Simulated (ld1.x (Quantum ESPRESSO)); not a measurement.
## u(r) = r·R(r): atom against pseudo-atom (helium)

Columns: radius, all-electron u(r) and pseudo u(r) of the 1s shell (level -38.64 eV) of helium in the configuration 1s1; PBEsol, non-relativistic, PAW scheme, ld1.x (Quantum ESPRESSO) 7.5.

```
r (bohr)  all-electron  pseudo
   0.032        0.1645  0.1178
   0.065        0.3128  0.2372
   0.098        0.4413  0.3522
   0.130        0.5489  0.4578
   0.162        0.6415  0.5560
   0.195        0.7228  0.6481
   0.228        0.7912  0.7300
   0.260        0.8465  0.7989
   0.292        0.8921  0.8574
   0.325        0.9299  0.9068
   0.358        0.9596  0.9456
   0.390        0.9813  0.9740
   0.422        0.9969  0.9939
   0.455        1.0074  1.0069
   0.488        1.0128  1.0134
   0.520        1.0137  1.0145
   0.552        1.0109  1.0114
   0.585        1.0046  1.0048
   0.618        0.9954  0.9954
   0.650        0.9839  0.9839
   0.682        0.9704  0.9704
   0.715        0.9545  0.9545
   0.748        0.9370  0.9370
   0.780        0.9187  0.9187
   0.812        0.8993  0.8993
   0.845        0.8785  0.8785
```

Question: How many radial nodes do the two functions have?

Answer: The all-electron 1s function has n − l − 1 = 0; the pseudo-wave has 0.

Question: At about which radius was the pseudo-wave matched?

Answer: 0.65 bohr. The columns agree to 0.0005 from 0.58 bohr on; several derivatives are matched, so the curves merge somewhat inside the radius.

Question: Where does each function peak?

Answer: Outermost all-electron maximum near 0.52 bohr, pseudo maximum near 0.52 bohr (to the table’s step).

Question: Is the pseudo-wave norm-conserving?

Answer: No, it belongs to a PAW set: the norm inside the radius is not constrained, and the difference is carried by the augmentation charge.
